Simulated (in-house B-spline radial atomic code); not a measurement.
## TDHF excitations of neutral palladium

Method: TDHF. Computed with an all-electron radial atomic-structure program (B-spline basis): linear response of the closed shell [Kr] 4d10 with bare exchange (time-dependent Hartree-Fock); non-relativistic, point nucleus, no spin-orbit coupling, no double excitations, S, P, D and F terms only; shells from n = 2 respond. Only terms of natural parity with L up to 3 were computed.

Without relativity these are model numbers for so heavy an element.

Command:
```bash
python run_td.py task.json out
```
Settings (radii: box in bohr, nucleus in fm):
```
Z                        46
electrons                46
configuration            [Kr] 4d10
hamiltonian              nr
method                   hf
box_radius               75
intervals                61
```

Time taken, with all properties: 5.6 s on 1 thread of Arm Neoverse N1, on a shared host.

The lowest states, in the order of their Tamm-Dancoff energies; the method's threshold (minus the highest occupied level) is 9.143 eV. Labels give the largest channel, * marks a mixed state, and oscillator strengths are full-response dipole values. Energies in eV:

```csv
state,full response,Tamm-Dancoff,oscillator strength
4d → 5s 3D,?,?,-
4d → 5s 1D,2.780,2.806,-
4d → 5p 3P,5.098,5.146,-
4d → 5p 3F,5.349,5.386,-
4d → 5p 1F,5.575,5.580,-
4d → 5p 1P,5.830,5.893,0.345
4d → 6s 3D,?,?,-
4d → 6s 1D,7.027,7.030,-
4d → 5d 3S,7.471,7.494,-
4d → 6p 3P,7.548,7.556,-
4d → 6p 3F,7.594,7.600,-
4d → 5d 3D,7.611,7.617,-
4d → 6p 1F,7.637,7.638,-
4d → 5d 1D,7.649,7.651,-
4d → 6p 1P,7.685,7.699,0.0476
4d → 5d 1S,7.754,7.771,-
```

(1) Where does 4d → 5s 3D lie?

(2) Where does 4d → 6s 3D lie?

(3) How large is the singlet-triplet splitting of 4d → 5s (D terms) in Tamm-Dancoff?

(4) What polarisabilities and dispersion coefficient does the method give?

Results:

(1) At 2.147 eV in full response, 2.212 eV in Tamm-Dancoff.

(2) At 6.961 eV in full response, 6.966 eV in Tamm-Dancoff.

(3) 0.594 eV, from the unrounded values.

(4) Dipole 19.6 bohr³, quadrupole 212.1 bohr⁵, C6 134.9 hartree·bohr⁶ for two such species. Recommended dipole value: 26.14 ± 0.1 bohr³ (Schwerdtfeger and Nagle, table of static dipole polarizabilities (2023 update)), which includes relativity and correlation.
